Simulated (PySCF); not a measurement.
ammonia borane (BH6N), SMILES [BH3-][NH3+]. Atoms are numbered in the order given.

```xyz
8

B      0.0000     0.0000    -0.9299
N      0.0000     0.0000     0.7283
H      0.0000    -1.1673    -1.2413
H      1.0110     0.5837    -1.2413
H     -1.0110     0.5837    -1.2413
H     -0.8217    -0.4744     1.0916
H      0.0000     0.9488     1.0916
H      0.8217    -0.4744     1.0916
```

Geometry optimised at B3LYP-D3(BJ)/def2-TZVP.

Computed with PBE0/pcJ-1 (PySCF).

Isotropic couplings with Fermi-contact, spin-dipole and both spin-orbit terms, one fixed conformer, no vibrational averaging. Isotopes: 11B, 14N, 1H.

| pair | bonds apart | J (Hz) |
|---|---|---|
| B1–N2 | 1 | ? |
| B1–H3 | 1 | ? |
| B1–H4 | 1 | ? |
| B1–H5 | 1 | ? |
| N2–H6 | 1 | 49.4 |
| N2–H7 | 1 | 49.4 |
| N2–H8 | 1 | 49.4 |
| B1–H6 | 2 | -2.5 |
| B1–H7 | 2 | -2.5 |
| B1–H8 | 2 | -2.5 |
| N2–H3 | 2 | 1.1 |
| N2–H4 | 2 | 1.1 |
| N2–H5 | 2 | 1.1 |
| H3–H4 | 2 | -10.5 |
| H3–H5 | 2 | -10.5 |
| H4–H5 | 2 | -10.5 |
| H6–H7 | 2 | ? |
| H6–H8 | 2 | ? |
| H7–H8 | 2 | ? |
| H3–H6 | 3 | 2.1 |
| H3–H7 | 3 | 12.0 |
| H3–H8 | 3 | 2.1 |
| H4–H6 | 3 | 12.0 |
| H4–H7 | 3 | 2.1 |
| H4–H8 | 3 | 2.1 |
| H5–H6 | 3 | 2.1 |
| H5–H7 | 3 | 2.1 |
| H5–H8 | 3 | 12.0 |

Task: Some entries are withheld; supply them. (Estimate from the structure and the level; the computed values follow.)

Result: 
- B1–N2, J (Hz): 0.9
- B1–H3, J (Hz): 102.7
- B1–H4, J (Hz): 102.7
- B1–H5, J (Hz): 102.7
- H6–H7, J (Hz): -11.8
- H6–H8, J (Hz): -11.8
- H7–H8, J (Hz): -11.8
